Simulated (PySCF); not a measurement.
Geometry:
| atom | x (Å) | y (Å) | z (Å) |
| --- | --- | --- | --- |
| C1 | -3.208 | -0.778 | -0.169 |
| C2 | -2.015 | 0.144 | -0.166 |
| O3 | -2.134 | 1.351 | -0.228 |
| C4 | -0.734 | -0.561 | -0.072 |
| C5 | 0.493 | -0.008 | -0.025 |
| O6 | 1.567 | -0.767 | 0.075 |
| Si7 | 3.171 | -0.491 | 0.364 |
| C8 | 0.727 | 1.486 | -0.110 |
| F9 | 1.360 | 1.783 | -1.276 |
| F10 | 1.576 | 1.874 | 0.878 |
| H11 | -3.145 | -1.457 | -1.016 |
| H12 | -4.124 | -0.199 | -0.234 |
| H13 | -3.214 | -1.373 | 0.742 |
| H14 | -0.781 | -1.639 | -0.022 |
| H15 | 3.307 | -0.154 | 1.777 |
| H16 | 3.634 | -1.828 | 0.022 |
| H17 | 3.709 | 0.549 | -0.502 |
| H18 | -0.197 | 2.073 | -0.049 |

- GIAO PBE0/pcSseg-1 shieldings
- GFN2-xTB geometry
- program: PySCF
- equivalent nuclei averaged, gas phase, one computed conformer, no relativistic terms

δ = σ(ref) − σ, references computed at the same level: ¹³C (σref 186.93), ¹H (σref 31.72), ²⁹Si (σref 349.16) vs TMS; H2O for ¹⁷O (σref 336.08); ¹⁹F (σref 170.95) vs CFCl3.

```
      atoms  nucleus  count  Hirshfeld charge  δ (ppm)
         C2      ¹³C      1              0.16    201.2
H11/H12/H13       ¹H      3              0.05        ?
        Si7     ²⁹Si      1              0.38    -29.6
        H18       ¹H      1              0.04     8.64
         C4      ¹³C      1             -0.10    115.2
H15/H16/H17       ¹H      3             -0.07        ?
         O3      ¹⁷O      1             -0.23    618.8
         O6      ¹⁷O      1             -0.17    113.7
         C1      ¹³C      1             -0.12        ?
         C8      ¹³C      1              0.14    115.0
        H14       ¹H      1              0.05        ?
     F9/F10      ¹⁹F      2             -0.09   -149.0
         C5      ¹³C      1              0.09    166.6
```

Q: Estimate the values marked ?.

A: 
- C1: 35.4 ppm, methyl carbon α to a carbonyl; the adjacent C=O deshields it moderately
- H14: 6.00 ppm, hydrogen on a β carbon of an enol-ether or enamine type C=C; olefinic region
- H15/H16/H17: 5.15 ppm, hydrogen on a silicon bonded to O
- H11/H12/H13: 2.30 ppm, hydrogen on a methyl carbon α to a carbonyl; α to C=O

Shifts are as computed. Against solution values, carbons near 30 ppm lie about +3 ppm off and those near 130 ppm about +5 ppm. Of 1309 compounds with measured shifts, 239 miss one by over three times the rms of a fit or turn the order of signals round; such compounds aren't used in these exercises. Unscaled 19F shifts against computed CFCl3 carry errors that often reach 10 to 50 ppm. Unscaled 17O shifts of doubly bonded oxygen tend to come out too high, by tens of ppm or more. Experimental scales use liquid or dissolved standards, which lie at an offset from isolated H2O (liquid H2O: subtract about 36 ppm).
